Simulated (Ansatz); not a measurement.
Reaction (redistribution): `[NH2][Zn][CH2]C=O` + `O[SiH2]S` → `[NH2][Zn][SH]` + `O=CC[SiH2]O`

Computed with Ansatz on PBE0-D4/def2-TZVP structures; ΔE is electronic, products minus reactants. CBS: MP2 limit from def2 TZ/QZ plus the TZ coupled-cluster correction, frozen cores. DFT in def2-TZVPP. B3LYP here is the variant with VWN-RPA as its local correlation; programs differ in this. For Zn outer-core shells are correlated without core-valence functions, which leaves a few kJ/mol of doubt a bond. Scalar relativity is left out up to krypton. One conformer a species, not always the lowest.

```
             level  ΔE (kJ/mol)  difference from CCSD(T)/CBS
            PBE-D4        -28.9                          8.9
         r2SCAN-D4        -34.2                          3.6
               PBE        -27.2                         10.6
            r2SCAN        -33.7                          4.1
             B3LYP        -31.1                          6.7
     HF/def2-TZVPP        -45.1                         -7.3
   CCSD/def2-TZVPP        -35.2                          2.6
SCS-MP2/def2-QZVPP        -33.9                          3.9
      HF/CBS(def2)        -46.4                         -8.6
     MP2/CBS(def2)        -34.0                          3.8
       CCSD(T)/CBS        -37.8                            0
```

Largest T1 diagnostic among the species: 0.016.

From PBE to PBE0 (25 % exact exchange), in def2-TZVPP and without D4, ΔE moves by −5.1 kJ/mol. In def2-TZVPP, CCSD(T) changes the Hartree–Fock value by +11.6 kJ/mol (the triples alone add +1.7 kJ/mol) and MP2 by +15.4 kJ/mol.
